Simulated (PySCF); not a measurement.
[(Cl)3Si]2O.
Geometry (PBE0-D3(BJ)/def2-SVP, Å), atoms numbered from 1 in this order:
```
atom  x, y, z in Å
Si1   -1.368    0.586    0.469
Cl2   -1.934   -1.008    1.599
Cl3   -0.840    2.129    1.684
Cl4   -2.874    1.154   -0.768
O5    -0.093    0.163   -0.464
Si6    1.368   -0.559   -0.595
Cl7    2.423   -0.265    1.119
Cl8    2.340    0.281   -2.164
Cl9    1.111   -2.550   -0.906
```

Computed at PBE0/pcSseg-1 (PySCF, non-relativistic), with Q(35Cl) = −0.0817 b, Q(17O) = −0.0256 b: Cl2, 35Cl (I = 3/2): χzz = -46.47 MHz, η = 0.023; Cl4, 35Cl (I = 3/2): χzz = -47.29 MHz, η = 0.004; O5, 17O (I = 5/2): χzz = -7.103 MHz, η = 0.152.

Problem. Where would the pure quadrupole (NQR) lines of 35Cl at Cl2 fall for the rigid, isolated species?

Solution. From ν = (|χ|/2)√(1 + η²/3): ν = 23.24 MHz (chlorine bonded to Si). For 37Cl the ratio of quadrupole moments, 0.7881, gives 18.31 MHz.

Problem. Where would the pure quadrupole (NQR) lines of 35Cl at Cl4 fall for the rigid, isolated species?

Solution. From ν = (|χ|/2)√(1 + η²/3): ν = 23.64 MHz (chlorine bonded to Si). For 37Cl the ratio of quadrupole moments, 0.7881, gives 18.63 MHz.

Problem. Where would the pure quadrupole (NQR) lines of 17O at O5 fall for the rigid, isolated species?

Solution. From the eigenvalues of H = χ/[4I(2I − 1)] × [3Iz² − I(I + 1) + η(Ix² − Iy²)], steps between neighbouring levels, labelled as for η = 0: ±1/2↔±3/2 1.092 MHz, ±3/2↔±5/2 2.121 MHz (oxygen bonded to 2 Si).

Problem. Apply the simplest Townes–Dailey estimate (no s hybridisation, no π bonding), ionic character = 1 − χzz/χ0, where χ0 is the coupling for one missing p electron along the bond: −109.74 MHz for 35Cl.

Solution. Cl2 on Si1: 1 − (-46.47)/(-109.74) = 0.58; Cl4 on Si1: 1 − (-47.29)/(-109.74) = 0.57. In this model a purely covalent bond gives χ0 and a free halide ion gives zero; s hybridisation or π bonding, where present, is counted here as ionic character.

In a crystal, neighbours and librations shift these lines. With a basis this small, the couplings can be 20 % off.
